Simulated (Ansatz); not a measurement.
`CB1CN1[SiH3]` → `C=NBC[SiH3]`  (isomerisation)

Gas-phase electronic energies from Ansatz, PBE0-D4/def2-TZVP geometries. CCSD(T)/CBS adds triple-zeta CCSD(T) − MP2 to the extrapolated MP2 energy (def2 sets, frozen cores). Functionals use def2-TZVPP. B3LYP here is the variant with VWN-RPA as its local correlation; programs differ in this. Each species was taken in one conformer, which may not be the lowest.

```tsv
species	B3LYP-D4 energy (Eh)
`CB1CN1[SiH3]`	-450.25167
`C=NBC[SiH3]`	-450.24788
```

(1) Work out ΔE.

Largest T1 diagnostic among the species: 0.014.

Results:

(1) ΔE = (-450.24788) − (-450.25167) = 0.00379 Eh = +2.4 kcal/mol. CCSD(T)/CBS gives +5.0 kcal/mol.

From PBE to PBE0 (25 % exact exchange), in def2-TZVPP and without D4, ΔE moves by +3.0 kcal/mol.
